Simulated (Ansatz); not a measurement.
Si2N2O, relaxed as a singlet with RKS r2SCAN-D4/def2-SVP in Ansatz, starting from the GFN2-xTB geometry. Force threshold 0.02 eV/Å.

The structure comes from a short search, and lower isomers may exist.

Start:

```xyz
5

Si   -0.5414    0.6384   -1.4797
Si    1.1857    0.0933    0.9974
N    -0.7396   -0.4589   -0.0869
N     0.6075   -0.3439   -0.6304
O    -0.5122    0.0711    1.1996
```

Estimate the energy that the relaxation releases and the steps that it takes.

286.3 kJ/mol, in 55 steps; 46 s on 4 threads of Arm Neoverse V2 on a shared host. No frequencies were taken in this run, so the end may be a saddle point.

Does the start keep its bonding?

Bonds lost: Si1–N3, Si1–N4, N3–O5 (atoms count from 1). Bonds formed: Si1–Si2, Si1–O5 (atoms count from 1).

Predict the relaxed structure.


| atom | x (Å) | y (Å) | z (Å) |
| --- | --- | --- | --- |
| Si1 | -0.444 | 1.860 | -0.486 |
| Si2 | 0.991 | 0.306 | 0.603 |
| N3 | -0.112 | -2.144 | -0.805 |
| N4 | 0.119 | -1.151 | -0.329 |
| O5 | -0.554 | 1.129 | 1.017 |
Bond lengths: 2 × O–Si 1.67 to 1.80 Å; 1 × Si–Si 2.38 Å; 1 × N–N 1.13 Å; 1 × N–Si 1.94 Å.
